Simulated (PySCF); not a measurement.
Does the answer move with the share of exact exchange?

Compound: germyl cyanide, CH₃GeN.
SMILES: `N#[C][GeH3]`

PySCF, def2-SVPD basis, density fitting, gas phase, PBE0-D3(BJ)/def2-SVP geometry; singlet excitations by full TDDFT with frozen cores, triplets by Tamm–Dancoff TDDFT and ionisation energies by ΔSCF, from the lowest of the holes tried. One functional is left out:

| functional | exact exchange (%) | HOMO energy (eV) | LUMO energy (eV) | lowest singlet excitation (eV) | lowest triplet excitation (eV) | dipole moment (D) | mean polarisability (au) | vertical ionisation energy (eV) |
| --- | --- | --- | --- | --- | --- | --- | --- | --- |
| LDA | 0 | -8.54 | -1.54 | 7.01 | 6.13 | 3.964 | 48.4 | 11.87 |
| PBE | 0 | -8.39 | -1.33 | 7.06 | 5.95 | 3.812 | 47.4 | 11.73 |
| PBE0 | 25 | -9.72 | -0.36 | 7.15 | 5.82 | 3.912 | 45.8 | 12.67 |
| BHandHLYP | 50 | -10.90 | 0.31 | 6.97 | 5.67 | 4.022 | 44.7 | 12.10 |

Predict the row of B3LYP (20 % exact exchange) by straight lines through the other rows, and check it.

| property | line | computed | computed − line | PBE0 (25 %), for comparison |
| --- | --- | --- | --- | --- |
| HOMO energy (eV) | -9.45 | -9.46 | -0.01 | -9.72 |
| LUMO energy (eV) | -0.69 | -0.60 | +0.09 | -0.36 |
| lowest singlet excitation (eV) | 7.05 | 7.11 | +0.06 | 7.15 |
| lowest triplet excitation (eV) | 5.88 | 5.89 | +0.01 | 5.82 |
| dipole moment (D) | 3.931 | 3.921 | -0.010 | 3.912 |
| mean polarisability (au) | 46.5 | 46.3 | -0.2 | 45.8 |
| vertical ionisation energy (eV) | 12.10 | 12.01 | -0.09 | 12.67 |

Which of these properties follows the share of exact exchange most closely, and which least?

Most closely the HOMO energy, least the lowest singlet excitation; the correlations over the tabulated rows are HOMO energy -0.999, LUMO energy 0.988, mean polarisability -0.957, lowest triplet excitation -0.922, dipole moment 0.678, vertical ionisation energy 0.498, lowest singlet excitation -0.235. The HOMO energy moves by -0.488 eV for every 10 %. Functionals with the same share still differ in their other parts: at 0 % LDA and PBE differ by 0.15 eV in it.
